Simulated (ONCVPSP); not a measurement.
Al (Z = 13): ONCV pseudisation with PBE, scalar-relativistic reference atom.

ONCVPSP 4.0.1 input, shortened (lines: element, Z, core and valence counts, functional; n l f; lmax; l rc ep ncon nbas qcut; lloc lpopt rc5 dvloc0; l nproj debl; icmod fcfact rcfact), PBE, scalar-relativistic:

```
  Al 13.00    3    2        4      upf
    1    0    2.00
    2    0    2.00
    2    1    6.00
    3    0    2.00
    3    1    1.00
    2
    0    1.65    0.00    4    8    3.20
    1    2.40    0.00    3    7    3.30
    2    2.25    0.17    4    7    4.20
    4    5    1.40   -1.00
    0    1    0.40
    1    1    0.90
    2    1    3.90
    1    0.65    0.00
```

What the tests gave:

```json
{
 "Cutoffs needed": "5.5 Ha and 14 Ha (the cutoffs (Ha) at which the residual kinetic energy of the hardest occupied pseudo-wave falls to 1 and 0.1 mHa per electron)",
 "Ghost test": "no bound ghost flagged; GHOST(+) flagged for s at 34.7 eV",
 "Largest excitation error": "+24 meV (all-electron minus pseudo) for 3s1 3p0, out of 4 test configurations",
 "rms error of d²Exc/dni dnj": "1.85 mHa without and 0.40 mHa with the model core"
}
```

Generation and tests took about 1.6 s on one core of a shared server CPU.
